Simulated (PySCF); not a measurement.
Level of theory: PBE-D3(BJ)/def2-TZVP // PBE0-D3(BJ)/def2-TZVP run with PySCF. All species are isolated molecules in the gas phase. One relaxed conformer stands for a flexible species; it need not be the lowest. Excitations are Tamm–Dancoff values on a coarser integration grid. The basis has no diffuse functions, so Rydberg states are missing or too high.

Reference species (SMILES): `C=C(O)C[SiH3]` (C–C–O–H torsion 0°, O–C–C–Si torsion -69°) (neutral, multiplicity 1).

The S1 excitation (TDA) comes out as 5.27 eV and the S1–T1 gap (TDA) is 0.98 eV.

Changed species: `C/C(O)=C/[SiH3]` (C–C–O–H torsion 180°).

Give the shifts of the S1 excitation (TDA) and S1–T1 gap (TDA).

the S1 excitation (TDA) is nearly the same; the S1–T1 gap (TDA) increases by 0.27 eV, to 1.25 eV.
